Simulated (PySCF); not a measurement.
Input for PySCF: D3(BJ) and D4 dispersion corrections on BH4NO2 (SMILES NB(O)O), a point of a torsion scan.

```python
from pyscf import gto
from pyscf.dispersion import dftd3, dftd4

mol = gto.M(
    atom='''
    N     1.13830695   -0.15219009    0.18455521
    B    -0.23488110    0.12417486    0.06954473
    O    -1.16425309   -0.88005919   -0.15800867
    O    -0.63070929    1.42677817    0.11401162
    H     1.80103000    0.56948558    0.39795317
    H     1.51707776   -1.07958944    0.23127561
    H    -1.00636576   -1.41604558   -0.92892787
    H    -1.57748960    1.53122506    0.02804137
    ''',
    basis='def2-svp',
    charge=0, spin=0, verbose=0, max_memory=1800)
d3, d4 = {}, {}
for xc in ['hf', 'pbe', 'blyp', 'revpbe', 'tpss', 'r2scan', 'b3lyp', 'pbe0', 'bhlyp', 'camb3lyp', 'b2plyp']:
    d3[xc] = float(dftd3.DFTD3Dispersion(mol, xc=xc, version='d3bj', atm=False).get_dispersion()['energy'])
    print(f'D3(BJ) {xc:10s} {d3[xc]:14.8f} Eh')
for xc in ['hf', 'pbe', 'blyp', 'revpbe', 'tpss', 'r2scan', 'b3lyp', 'pbe0', 'bhlyp', 'camb3lyp', 'b2plyp']:
    d4[xc] = float(dftd4.DFTD4Dispersion(mol, xc={'camb3lyp': 'cam-b3lyp'}.get(xc, xc), atm=True).get_dispersion()['energy'])
    print(f'D4     {xc:10s} {d4[xc]:14.8f} Eh')
```

Program output:

```
D3(BJ) hf            -0.03425528 Eh
D3(BJ) pbe           -0.00390921 Eh
D3(BJ) blyp          -0.00813195 Eh
D3(BJ) revpbe        -0.01034902 Eh
D3(BJ) tpss          -0.00480483 Eh
D3(BJ) r2scan        -0.00103418 Eh
D3(BJ) b3lyp         -0.00658824 Eh
D3(BJ) pbe0          -0.00325220 Eh
D3(BJ) bhlyp         -0.00498311 Eh
D3(BJ) camb3lyp      -0.00276115 Eh
D3(BJ) b2plyp        -0.00292078 Eh
D4     hf            -0.01537622 Eh
D4     pbe           -0.00377429 Eh
D4     blyp          -0.00870108 Eh
D4     revpbe        -0.01391831 Eh
D4     tpss          -0.00513179 Eh
D4     r2scan        -0.00090468 Eh
D4     b3lyp         -0.00606239 Eh
D4     pbe0          -0.00310750 Eh
D4     bhlyp         -0.00407427 Eh
D4     camb3lyp      -0.00306562 Eh
D4     b2plyp        -0.00261301 Eh
```

The run finished.

Cost: roughly 0.05 core-seconds.
